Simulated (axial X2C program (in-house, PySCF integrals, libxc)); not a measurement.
What spin–orbit coupling does to GeN

Calculated with an axial X2C code built on PySCF integrals. Spin-free means the one-electron spin-free X2C Hamiltonian; two-component (2c) means X2C with spin–orbit coupling and atomic mean-field two-electron Coulomb and Gaunt terms, so the difference of the two also holds small scalar two-electron terms. Basis: Ge dyall-cv3z [9s9p7d4f1g], N dyall-av3z [7s7p3d2f] (cores contracted in-house); Gaussian nuclei, density fitting, unrestricted open shells. Masses: Ge 73.921 u, N 14.003 u.

Spin-free state: M_S = 1/2, Λ = 0 (beyond evenly filled blocks: σα); fragments Ge + N.

```
level  Re (Å)  ωe (cm⁻¹)  De (eV)  μ (D)
 PBE0   1.652      978.8    3.520  -3.08
B3LYP   1.663      953.0    3.735  -3.14
```

Dipoles are positive if N is the positive end.

Two-component determinant lowest at the distance of the search:

Ω = 3/2 (⟨Sz⟩ = 0.50, ⟨Lz⟩ = 1.00 at PBE0); fragments Ge + N.

```tsv
level	Re (Å)	ωe (cm⁻¹)	μ (D)
PBE0	1.735	857.2	-2.92
B3LYP	1.745	839.0	-3.00
```

From the two tables, how do the constants change at the PBE0 level (2c against spin-free)?

At the PBE0 level Re increases by 0.083 Å and ωe falls by 121.6 cm⁻¹. The two determinants differ in configuration, so these shifts compare two states and are not the spin–orbit effect on one state.

De is counted from the lowest determinant-based energies of the atoms at the same level, without counterpoise correction. De is not given where an atomic determinant may have missed its ground term or J level, or where the truncated virtual space spoils (T). Density functionals use the spin component along the axis (collinear). Without a current term, density functionals place determinants with orbital angular momentum somewhat too high. The state is one determinant with fixed occupations, lowest in a PBE0 search at one distance only: followed along the bond, the 2c determinant Ω = 1/2 reaches 0.04 eV lower at PBE0, at Re = 1.653 Å, so the state shown is not the lowest. The determinant is spin-polarised beyond a pure state at some levels (its spin-free form has ⟨S²⟩ too high), which makes Re and μ there less reliable.
